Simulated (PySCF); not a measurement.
(1E)-2-chloro-1-iodobuta-1,3-diene (C4H4ClI), SMILES C=C/C(Cl)=C\I.

The structure is a stationary point at PBE0-D3(BJ)/def2-SVP. The def2 effective core potentials stand for the cores of I; spin–orbit coupling is left out. Other conformers were not sampled.

These are CAM-B3LYP/def2-TZVP run with PySCF values and carry that method's errors.

Symmetry labels are those of the subgroup Cs that the program uses (full group Cs).

Computed valence orbital energies around the gap with their symmetry:
```tsv
orbital	symmetry	energy (eV)
HOMO−7	A"	-12.81
HOMO−6	A'	-12.44
HOMO−5	A'	-11.65
HOMO−4	A'	-10.53
HOMO−3	A"	-10.33
HOMO−2	A"	-9.69
HOMO−1	A'	-9.08
HOMO	A"	-7.98
LUMO	A"	-0.56
LUMO+1	A'	0.03
LUMO+2	A'	2.02
LUMO+3	A"	2.45
```
